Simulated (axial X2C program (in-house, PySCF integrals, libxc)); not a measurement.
# NiN along the bond: TPSS, spin-free

Computed with an in-house all-electron X2C program for linear molecules (integrals from PySCF). Spin-free means the one-electron spin-free X2C Hamiltonian. Basis: Ni dyall-cv3z [9s9p6d3f2g], N dyall-av3z [7s7p3d2f] (cores contracted in-house); Gaussian nuclei, density fitting, unrestricted open shells. Masses: Ni 57.935 u, N 14.003 u.

State: M_S = 3/2, Λ = 0 (beyond evenly filled blocks: σα, π+α, π-α). Dipoles are positive if N is the positive end.

Results along the bond:

```json
{"R (Å)": "1.428", "μ (D)": "-2.901", "HOMO (eV)": "-5.17", "LUMO (eV)": "-4.45", "⟨S²⟩": "3.757"}
{"R (Å)": "1.493", "μ (D)": "-3.179", "HOMO (eV)": "-5.19", "LUMO (eV)": "-4.48", "⟨S²⟩": "3.758"}
{"R (Å)": "1.542", "μ (D)": "-3.355", "HOMO (eV)": "-5.21", "LUMO (eV)": "-4.49", "⟨S²⟩": "3.758"}
{"R (Å)": "1.592", "μ (D)": "-3.506", "HOMO (eV)": "-5.17", "LUMO (eV)": "-4.50", "⟨S²⟩": "3.759"}
{"R (Å)": "1.641", "μ (D)": "-3.633", "HOMO (eV)": "-5.03", "LUMO (eV)": "-4.49", "⟨S²⟩": "3.760"}
{"R (Å)": "1.698", "μ (D)": "-3.752", "HOMO (eV)": "-4.87", "LUMO (eV)": "-4.46", "⟨S²⟩": "3.760"}
{"R (Å)": "1.756", "μ (D)": "-3.846", "HOMO (eV)": "-4.73", "LUMO (eV)": "-4.41", "⟨S²⟩": "3.761"}
{"R (Å)": "1.830", "μ (D)": "-3.932", "HOMO (eV)": "-4.57", "LUMO (eV)": "-4.34", "⟨S²⟩": "3.761"}
{"R (Å)": "1.920", "μ (D)": "-3.999", "HOMO (eV)": "-4.40", "LUMO (eV)": "-4.23", "⟨S²⟩": "3.761"}
{"R (Å)": "2.051", "μ (D)": "-4.050", "HOMO (eV)": "-4.22", "LUMO (eV)": "-4.08", "⟨S²⟩": "3.760"}
```

The state is one determinant whose occupation by symmetry is held fixed; it was picked as the lowest of a PBE0 search that is not exhaustive. PBE0 can misorder states that lie within some tenths of an eV, so this need not be the ground state of the molecule. The nearest other spin-free determinant of the search, M_S = 1/2, Λ = 0, lies 0.25 eV up at the distance of the search.
